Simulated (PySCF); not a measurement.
A series of substituents X on one scaffold: SiH2Cl-X. Isolated molecules, 0 K electronic values unless said otherwise. One relaxed conformer stands for each flexible species; it need not be the lowest. Strings in code marks are SMILES.

Computed with PySCF 2.14.0 with PBE-D3(BJ)/def2-TZVP // PBE0-D4/def2-TZVP. 

A: X = hydroxymethyl (`Cl[SiH2]CO` (H–O–C–Si torsion -176°, O–C–Si–Cl torsion 67°))
B: X = AlH2 (`[AlH2][SiH2]Cl`)
C: X = isocyano (`[SiH2](Cl)[N+]#[C-]`)
D: X = vinyl (`[SiH2](C=C)Cl` (C–C–Si–Cl torsion 119°))
E: X = chloro (`Cl[SiH2]Cl`)
F: X = boryl (`Cl[SiH2]B`)

Pick the species with the lowest LUMO.

F (-3.70 eV); next is B (-3.09 eV).
